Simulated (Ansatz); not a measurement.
Ca4O3, relaxed as a singlet with RKS r2SCAN-D4/def2-SVP in Ansatz, starting from the GFN2-xTB geometry. Force threshold 0.02 eV/Å.

The restricted singlet is unstable towards broken spin symmetry in Hartree–Fock (as tested in another run); at r2SCAN-D4/def2-SVP this wasn't settled. Another isomer (singlet) lies 1.84 eV lower at PBE0-D4/def2-TZVP; other spin states weren't run for this one.

Start:

```tsv
atom	x (Å)	y (Å)	z (Å)
Ca1	-0.6259	0.7882	2.3796
Ca2	-0.0943	-0.0832	-0.5760
Ca3	-1.5815	-0.5012	-4.0361
Ca4	1.9996	-0.2669	1.7142
O5	0.0504	-1.0755	1.7009
O6	-0.6719	-0.3067	-2.3231
O7	0.9236	1.4453	1.1404
```

(1) Estimate the energy that the relaxation releases and the steps that it takes.

(2) Does the start keep its bonding?

(3) Predict the relaxed structure.

## Answers

(1) 2.01 eV, in 17 steps; 69 s on 4 threads of Arm Neoverse V2 on a shared host. No frequencies were taken in this run, so the end may be a saddle point.

(2) Bonds formed: Ca1–O6 (atoms count from 1). Metal–metal contacts that move far: Ca1–Ca3 6.61 to 3.77 Å.

(3) 
```xyz
7

Ca   -1.069    0.526    0.628
Ca    1.165   -0.565   -0.636
Ca   -2.090   -0.011   -2.958
Ca    1.460    0.096    2.396
O     0.240   -1.176    1.298
O    -0.773   -0.091   -1.422
O     1.068    1.220    0.695
```
Bond lengths (bridged metal pairs left out): 9 × Ca–O 2.02 to 2.25 Å.
